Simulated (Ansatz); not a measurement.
`F[CH]([SiH3])[ZnH]` + `[SH][GaH2]` → `[ZnH][S][GaH2]` + `FC[SiH3]`  (ligand exchange at a Zn–C bond)

Gas-phase electronic energies from Ansatz, PBE0-D4/def2-TZVP geometries. CBS: MP2 limit from def2 TZ/QZ plus the TZ coupled-cluster correction, frozen cores. Functionals use def2-TZVPP. For Ga, Zn outer-core shells are correlated without core-valence functions, which leaves a few kJ/mol of doubt a bond. Scalar relativity is left out up to krypton.

CCSD(T)/CBS gives -1.39 eV.

(1) Another level gave -1.25 eV. Which?
A. PBE-D4/def2-TZVPP
B. MP2/def2-TZVPP
C. BLYP-D4/def2-TZVPP
D. CAM-B3LYP/def2-TZVPP

Largest T1 diagnostic among the species: 0.015.

Results:

(1) A. PBE-D4 -1.25, MP2/def2-TZVPP -1.37, CAM-B3LYP -1.30, BLYP-D4 -1.21 eV.

In def2-TZVPP, CCSD(T) changes the Hartree–Fock value by +0.22 eV (the triples alone add +0.02 eV) and MP2 by +0.18 eV. From r2SCAN to r2SCAN0 (25 % exact exchange), in def2-TZVPP and without D4, ΔE moves by −0.07 eV.
